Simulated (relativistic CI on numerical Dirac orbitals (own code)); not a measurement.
# Level scheme of P II

Computed by Dirac-Coulomb-Breit CI, orbitals from a KLI potential per configuration, a model potential for QED, valence Slater integrals scaled by 0.85, configuration energies shifted to the measured levels that pair with them (semi-empirical) (own radial code, finite nucleus).

CI space (outside the closed core [Ne]): 3s2 3p2, 3s 3p3, 3s2 3p 4s, 3s2 3p 4p, 3s2 3p 5s, 3s2 3p 4d, 3s2 3p 3d, 3p4, 3s2 3d2, 3s 3p2 3d, 3s2 4s2, 3s2 3p 5p, 3s2 3d 4s, 3s2 3p 4f, 3s2 4s 4p, 3s2 3p 5d, 3s2 3p 5f, 3s2 3p 5g, 3s2 3d 4p, 3p2 3d2, 3s2 4p2, 3s 3p2 4s, 3p3 4s, 3s 3p2 4p, 3p3 3d. Levels of other configurations are missing.

```tsv
No.	Configuration	Term	J	E (cm⁻¹)	%	Lifetime (s)	jj configuration (%)
41	3s 3p3	1P°	1	117083.5	65	2.29e-10	3s 3p3/2^3 (23)
42	3s2 3p 5s	3P°	0	123332.0	100	1.48e-09	3p1/2 5s (100)
43	3s2 3p 5s	3P°	1	123456.9	94	1.42e-09	3p1/2 5s (85)
44	3s2 3p 5s	3P°	2	123889.5	99	1.44e-09	3p3/2 5s (99)
45	3s2 3p 5s	1P°	1	124643.1	94	8.75e-10	3p3/2 5s (85)
46	3s2 3p 4d	3F°	2	124944.4	97	5.01e-09	3p1/2 4d3/2 (76)
47	3s2 3p 4d	3F°	3	125130.7	97	5.09e-09	3p3/2 4d3/2 (49)
48	3s2 3p 4d	3F°	4	125391.2	98	5.36e-09	3p3/2 4d5/2 (98)
49	3s2 3p 4d	3P°	2	128065.5	83	5.14e-10	3p1/2 4d5/2 (74)
50	3s2 3p 4d	3P°	1	128290.9	86	5.26e-10	3p1/2 4d3/2 (36)
51	3s2 3p 4d	3P°	0	128434.2	95	5.70e-10	3p3/2 4d3/2 (95)
52	3s2 3p 4d	3D°	1	128837.4	83	3.12e-10	3p3/2 4d3/2 (63)
53	3s2 3p 4d	1D°	2	128878.3	58	2.94e-10	3p3/2 4d5/2 (70)
54	3s2 3p 4d	3D°	2	128928.4	70	2.95e-10	3p3/2 4d3/2 (73)
55	3s2 3p 4d	3D°	3	128944.0	92	3.00e-10	3p3/2 4d5/2 (64)
56	3s2 3p 5p‡	1P	1	129941.5	76	6.02e-09	3p1/2 5p1/2 (67)
57	3s2 3p 5p‡	3D	1	130277.8	66	6.22e-09	3p1/2 5p3/2 (55)
58	3s2 3p 5p‡	3D	2	130372.7	85	7.10e-09	3p1/2 5p3/2 (76)
59	3s2 3p 5p‡	3P	0	130524.5	94	3.53e-09	3p1/2 5p1/2 (69)
60	3s2 3p 5p‡	3P	1	130690.8	68	4.09e-09	3p3/2 5p1/2 (49)
61	3s2 3p 5p‡	3D	3	130756.3	99	8.12e-09	3p3/2 5p3/2 (99)
62	3s2 3p 5p‡	3P	2	130882.2	81	3.92e-09	3p3/2 5p3/2 (51)
63	3s2 3p 5p‡	3S	1	131407.5	93	6.85e-09	3p3/2 5p1/2 (44)
64	3s2 3p 5p‡	1D	2	132195.6	96	6.67e-09	3p3/2 5p3/2 (40)
65	3s 3p2 3d‡	5F	1	132224.0	100		3s 3p1/2 3p3/2 3d3/2 (42)
66	3s 3p2 3d‡	5F	2	132281.0	100	1.06e-05	3s 3p1/2 3p3/2 3d3/2 (50)
67	3s 3p2 3d‡	5F	3	132368.2	100	9.76e-06	3s 3p1/2 3p3/2 3d3/2 (42)
68	3s 3p2 3d‡	5F	4	132487.6	100		3s 3p1/2 3p3/2 3d5/2 (53)
69	3s2 3p 4d	1F°	3	132491.8	75	3.44e-10	3p3/2 4d3/2 (31)
70	3s 3p2 3d‡	5F	5	132641.7	100		3s 3p3/2^2 3d5/2 (66)
71	3s2 3p 4f‡	1F	3	133300.5	73	2.20e-09	3p1/2 4f7/2 (49)
72	3s2 3p 4f‡	3F	2	133345.7	93	2.01e-09	3p1/2 4f5/2 (68)
73	3s2 3p 4f‡	3F	3	133379.7	68	2.10e-09	3p1/2 4f5/2 (50)
74	3s2 3p 4f‡	3F	4	133416.8	82	2.03e-09	3p1/2 4f7/2 (65)
75	3s 3p2 3d‡	3P	2	133609.7	74	1.16e-08	3s 3p1/2 3p3/2 3d5/2 (27)
76	3s 3p2 3d‡	3P	1	133821.2	74	1.27e-08	3s 3p3/2^2 3d5/2 (30)
77	3s 3p2 3d‡	3P	0	133923.3	74	1.34e-08	3s 3p3/2^2 3d5/2 (50)
78	3s2 3p 4f‡	3G	3	133978.8	79	2.36e-09	3p3/2 4f5/2 (63)
79	3s2 3p 4f‡	3G	4	134043.7	70	2.25e-09	3p3/2 4f7/2 (49)
80	3s2 3p 4d	1P°	1	134147.4	54	3.59e-10	3p3/2 4d5/2 (35)
81	3s2 3p 4f‡	3G	5	134277.6	99	2.43e-09	3p3/2 4f7/2 (99)
82	3s2 3p 4f‡	3D	3	134445.1	93	2.07e-09	3p3/2 4f7/2 (63)
83	3s2 3p 4f‡	1G	4	134462.1	81	1.89e-09	3p3/2 4f5/2 (78)
84	3s2 3p 4f‡	3D	2	134489.1	54	2.06e-09	3p3/2 4f5/2 (69)
85	3s2 3p 5p‡	1S	0	134539.9	96	8.35e-09	3p3/2 5p3/2 (70)
```

Energies count from the lowest computed level; ° marks odd parity; lifetimes are radiative, by E1, M1, E2 decay to levels of this space only; some are left blank where a channel outside the calculation adds to the decay or the decay crosses a small, uncertain gap. Filled j subshells are mostly left out of the jj labels. ‡ marks configurations that were not tied to measured data.

The mean weight of the leading LS term, summed over parents, in these 45 levels is 85 %, and that of the leading jj configuration (from the same eigenvectors) 62 %, so LS coupling describes them better.

Configurations whose levels could be paired with our table of measured levels were shifted onto them, all but the ground configuration, by the median error of their levels; single terms can still be off by 1,000 to 2,000 cm⁻¹ or more, and rates follow the energies as ν³ (E1, M1) or ν⁵ (E2). The others borrow a shift and can be off by several thousand cm⁻¹ or more. The fine structure of a lone outer electron comes out too small, for d and f at times inverted, and misplaced configurations move strength between like terms. 33 of the 35 excited levels that our extract of the measured tables holds in this range could be paired (the sources list more); they are missed by 273 cm⁻¹ on average and 1258 at most, after the shifts were fitted to these levels, and levels without a partner can miss by more.

LS names give the leading component of a level, which can be under half, so a name can repeat, a term be missing and a line seem to break the LS rules.
